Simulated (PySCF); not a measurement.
An unknown shows these calculated signals:

¹H NMR (500 MHz, computed): δ 5.83 (m, 1H), 5.05 (m, 2H), 1.50 (m, 6H).

¹³C{¹H} NMR (computed): δ 217.9 (C), 104.0 (CH), 94.7 (C), 81.4 (CH2), 29.8 (CH3).

- shielding tensors at PBE0/pcSseg-1 (GIAO)
- geometry: GFN2-xTB
- code: PySCF 2.14
- one conformer, equivalent nuclei averaged, isolated molecule, non-relativistic Hamiltonian

Chemical shifts δ = σref − σ; TMS for ¹H and ¹³C, all at this level.

**Question.** Which of these does the molecule contain: a non-aromatic C=C double bond, an NH or NH2 group, a nitrile, a C≡C triple bond?

**Answer.** 
- A non-aromatic C=C double bond: yes.
- An NH or NH2 group: no.
- A nitrile: no.
- A C≡C triple bond: no.

The data belong to `C=C=CC(C)(C)F`, C$_{6}$H$_{9}$F; they needn't prove each group on their own.

Carbon signals by region: 1 in the far downfield region (above 160 ppm), 1 in the sp2 and nitrile region (100–160 ppm), 2 at 50–100 ppm, 1 below 50 ppm. Above 160 ppm: 217.9, central carbon of an allene.

Splittings by ¹⁹F in the carbon and heteronuclear signals aren't shown, as no couplings were computed. Shifts are as computed. Against solution values, carbons near 30 ppm lie about +3 ppm off and those near 130 ppm about +5 ppm. Of 1211 compounds with measured shifts, 218 miss one by over three times the rms of a fit or turn the order of signals round; such compounds aren't used in these exercises. No couplings were computed; multiplicities are counted from neighbouring protons, with m where these are inequivalent, close in shift, in a saturated or five-membered ring or joined by F or P, and br s for small geminal =CH2 splittings.
